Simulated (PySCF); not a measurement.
**From computed data to an observable: dipole moment from atomic charges**

Ga(H)(Me)(OH) (CH5GaO), SMILES [GaH]([CH3])[OH]. Atoms are numbered in the order given.

```xyz
8

Ga    -0.3325     0.0648     0.0000
H     -1.8640     0.4199     0.0000
C      0.5253    -1.6892     0.0000
H      0.2261    -2.2692     0.8870
H      1.6188    -1.5776     0.0000
H      0.2261    -2.2692    -0.8870
O      0.8174     1.4390     0.0000
H      0.4090     2.3100     0.0000
```
Charge 0, spin multiplicity 1.

Coordinates come from a PBE0-D3(BJ)/def2-SVP optimisation. Other conformers were not sampled.

Charges (e) from r2SCAN/def2-TZVPD run with PySCF:

| atom | IAO | ESP fit |
|---|---|---|
| Ga1 | 0.838 | 0.808 |
| H2 | -0.163 | -0.253 |
| C3 | -0.756 | -0.587 |
| H4 | 0.164 | 0.120 |
| H5 | 0.164 | 0.166 |
| H6 | 0.164 | 0.120 |
| O7 | -0.768 | -0.730 |
| H8 | 0.357 | 0.355 |

The dipole moment of the full density is 1.16 D.

Task: What dipole moment does each set of point charges give, and which comes closer to that of the density?

Result: 
μ = Σ q r, and 1 e Å = 4.8032 D.
IAO: Σ q r = (-0.514, -0.021, 0.000) e Å, |μ| = 2.47 D.
ESP fit: Σ q r = (-0.234, -0.099, 0.000) e Å, |μ| = 1.22 D.
ESP fit comes closer in size. Point charges leave out the atoms' own dipoles (lone pairs, polarised bonds); fits to the potential absorb them, partitions of the density don't.
